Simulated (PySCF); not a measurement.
C₇H₇NS.
Z-matrix (Å and degrees, PBE0-D3(BJ)/def2-SVP geometry), rows numbered from 1:
```
C 
C   1  1.5002
S   2  1.6363  1  120.23
C   2  1.4788  1  117.47  3  -179.66
C   4  1.4044  2  121.59  1  -179.40
C   5  1.3854  4  119.50  2  -179.97
C   6  1.3974  5  118.47  4     0.06
N   7  1.3294  6  123.20  5     0.02
C   8  1.3284  7  118.00  6    -0.06
H   1  1.1021  2  111.06  3  -123.59
H   1  1.1028  2  110.53  3   117.92
H   1  1.0956  2  110.18  3    -2.48
H   5  1.0930  4  118.38  2     0.03
H   6  1.0918  5  121.10  4  -179.95
H   7  1.0962  6  120.33  5  -179.99
H   9  1.0943  4  120.36  2     0.03
```

The calculation used PySCF 2.14.0, density-fitted response routines, TDDFT PBE0/def2-SVPD, vertical, gas phase, core orbitals frozen in the response.

Computed states:

```tsv
state	E (eV)	f
S1	2.18	0.0000
S2	3.68	0.0000
S3	4.27	0.357
S4	4.49	0.0008
S5	4.66	0.010
S6	4.94	0.0029
S7	5.37	0.0000
S8	5.55	0.011
S9	5.94	0.089
S10	6.08	0.0022
```

Broadening: Gaussians 0.4 eV wide at half height, area fixed by f = 4.319×10⁻⁹ ∫ε dν̃. The cross-section is σ = 3.8235×10⁻²¹ ε cm², given in Mb (10⁻¹⁸ cm²). The width is an assumption, not a result. The curve ends short of the highest state used, and states not computed would add to its high-energy end.

(1) Give the broadened spectrum and its maxima.

(2) Does any computed singlet lie in the visible range?

(3) On this curve, what absorbance would a 10⁻⁵ mol/L sample give at 254 nm over a 1 cm path?

(4) Coming from long wavelengths, where does ε first pass 100 L mol⁻¹ cm⁻¹?

Results:

(1) 
| E (eV) | σ (Mb) |
| --- | --- |
| 1.58 | 0.00 |
| 1.69 | 0.00 |
| 1.80 | 0.00 |
| 1.91 | 0.00 |
| 2.02 | 0.00 |
| 2.14 | 0.01 |
| 2.25 | 0.01 |
| 2.36 | 0.00 |
| 2.47 | 0.00 |
| 2.58 | 0.00 |
| 2.69 | 0.00 |
| 2.80 | 0.00 |
| 2.92 | 0.00 |
| 3.03 | 0.00 |
| 3.14 | 0.00 |
| 3.25 | 0.00 |
| 3.36 | 0.00 |
| 3.47 | 0.00 |
| 3.58 | 0.03 |
| 3.70 | 0.31 |
| 3.81 | 2.23 |
| 3.92 | 10.56 |
| 4.03 | 32.96 |
| 4.14 | 67.67 |
| 4.25 | 91.47 |
| 4.36 | 81.66 |
| 4.48 | 45.76 |
| 4.59 | 18.95 |
| 4.70 | 6.92 |
| 4.81 | 3.06 |
| 4.92 | 1.68 |
| 5.03 | 0.95 |
| 5.14 | 0.58 |
| 5.26 | 0.78 |
| 5.37 | 1.67 |
| 5.48 | 3.11 |

Maxima: 290 nm (4.27 eV), ε about 24000, made up of S3 (100%) (ε in L mol⁻¹ cm⁻¹; maxima over ε = 5, shares over 10%). At its high-energy end, 5.48 eV, the curve is still rising (ε about 810, from S8 and S9).

(2) S1 lies in the visible range (380 to 750 nm), at 569 nm, dark in the vertical dipole picture (f under 0.0005); light of that wavelength is yellow-green, and its complementary colour is violet; a Tamm–Dancoff triplet lies at 711 nm, without intensity as long as spin–orbit coupling is left out.

(3) 254 nm is 4.881 eV, where ε is about 530 L mol⁻¹ cm⁻¹, so A = ε c l ≈ 0.0053 (Beer–Lambert, with the gas-phase spectrum and the assumed width).

(4) At about 334 nm (3.71 eV), 1.53 eV above S1.

The vertical ionisation energy (ΔSCF) is 8.43 eV, 2.35 eV above S10.

One conformer stands for the species.
